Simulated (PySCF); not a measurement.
C2H9AlN (SMILES [CH3][Al+]([CH3])<-[NH3]), charge +1, singlet, at a GFN2-xTB geometry (such geometries of metal compounds can be far from the true shape); PySCF with PBE0/STO-3G.

PySCF was given this input:
```python
from pyscf import gto, scf, dft

mol = gto.Mole()
mol.atom = '''
    Al    0.01199329    0.34667919    0.08755376
    C     1.48758980    0.97761759   -1.04554454
    H     2.45137424    0.54729738   -0.74320267
    H     1.60350287    2.06685546   -1.00634165
    H     1.33428592    0.71009673   -2.09994981
    C    -1.44310664    0.44948260    1.40355889
    H    -2.37780839    0.02622469    1.01099351
    H    -1.66067687    1.48159817    1.70148486
    H    -1.20536768   -0.09981917    2.32396150
    N    -0.05153868   -1.66689595   -0.41781603
    H    -0.72496371   -1.85202661   -1.16430651
    H    -0.33018681   -2.25999863    0.36733153
    H     0.84779964   -2.02138680   -0.75154347
'''
mol.basis = 'sto-3g'
mol.charge = 1
mol.verbose = 4
mol.build()

mf = dft.RKS(mol)
mf.xc = 'pbe0'
mf.kernel()
mf.analyze()
```

Output, abridged:

```
PySCF version 2.14.0

[INPUT] verbose = 4
[INPUT] num. atoms = 13
[INPUT] num. electrons = 40
[INPUT] charge = 1
[INPUT] spin (= nelec alpha-beta = 2S) = 0
[INPUT] symmetry False subgroup None
[INPUT] Mole.unit = angstrom
[INPUT] Symbol           X                Y                Z      unit          X                Y                Z       unit  Magmom
[...]
nuclear repulsion = 158.710304609158
number of shells = 23
number of NR pGTOs = 99
number of NR cGTOs = 33
basis = sto-3g
ecp = {}

******** <class 'pyscf.dft.rks.RKS'> ********
method = RKS
initial guess = minao
damping factor = 0
level_shift factor = 0
DIIS = <class 'pyscf.scf.diis.CDIIS'>
diis_start_cycle = 1
diis_space = 8
diis_damp = 0
SCF conv_tol = 1e-09
SCF conv_tol_grad = None
SCF max_cycles = 50
direct_scf = True
direct_scf_tol = 1e-13
XC library pyscf.dft.libxc version 7.1.2
    S. Lehtola, C. Steigemann, M. J. T. Oliveira, and M. A. L. Marques,  SoftwareX 7, 1–5 (2018)
XC functionals = pbe0
    C. Adamo and V. Barone,  J. Chem. Phys. 110, 6158 (1999)
    M. Ernzerhof and G. E. Scuseria,  J. Chem. Phys. 110, 5029 (1999)
radial grids:
    Treutler-Ahlrichs [JCP 102, 346 (1995); DOI:10.1063/1.469408] (M4) radial grids

becke partition: Becke, JCP 88, 2547 (1988); DOI:10.1063/1.454033
pruning grids: <function nwchem_prune>
grids dens level: 3
symmetrized grids: False
atomic radii adjust function: <function treutler_atomic_radii_adjust>
small_rho_cutoff = 0
Set gradient conv threshold to 3.16228e-05
Initial guess from minao.
tot grids = 149592
init E= -373.736948568906
[...]
cycle= 1 E= -373.817131918379  delta_E= -0.0802  |g|= 0.397  |ddm|= 3.96
[...]
cycle= 2 E= -373.831506514669  delta_E= -0.0144  |g|= 0.343  |ddm|= 1.03
[...]
cycle= 3 E= -373.868064350301  delta_E= -0.0366  |g|= 0.0112  |ddm|= 0.47
[...]
cycle= 4 E= -373.868102500146  delta_E= -3.81e-05  |g|= 0.00274  |ddm|= 0.0178
[...]
cycle= 5 E= -373.868104588335  delta_E= -2.09e-06  |g|= 0.00099  |ddm|= 0.00462
[...]
cycle= 6 E= -373.868104877804  delta_E= -2.89e-07  |g|= 0.000108  |ddm|= 0.00139
[...]
cycle= 7 E= -373.868104881869  delta_E= -4.06e-09  |g|= 9.95e-06  |ddm|= 0.000176
[...]
cycle= 8 E= -373.868104881915  delta_E= -4.64e-11  |g|= 3.85e-07  |ddm|= 2e-05
[...]
Extra cycle  E= -373.868104881917  delta_E= -1.36e-12  |g|= 2.16e-07  |ddm|= 1.11e-06
converged SCF energy = -373.868104881917
**** SCF Summaries ****
Total Energy =                        -373.868104881916736
Nuclear Repulsion Energy =             158.710304609157618
One-electron Energy =                 -822.314847579096067
Two-electron Energy =                  289.736438088021714
Two-electron Coulomb Energy =          329.003579819436311
DFT Exchange-Correlation Energy =      -39.267141731414576
HOMO-LUMO gap [eV] =                     9.871518375875521
**** MO energy ****
[...]
 ** Mulliken pop on meta-lowdin orthogonal AOs  **
 ** Mulliken pop  **
[...]
 ** Mulliken atomic charges  **
charge of    0Al =      0.87902
charge of    1C =     -0.30493
charge of    2H =      0.06336
charge of    3H =      0.06791
charge of    4H =      0.06157
charge of    5C =     -0.30506
charge of    6H =      0.06134
charge of    7H =      0.06788
charge of    8H =      0.06341
charge of    9N =     -0.24293
charge of   10H =      0.19524
charge of   11H =      0.19649
charge of   12H =      0.19670

WARN: System has nonzero charge 1; the dipole moment is origin-dependent.
Location of origin: [0. 0. 0.]

Dipole moment(X, Y, Z, Debye): -0.12239, -3.64219, -0.91889
```
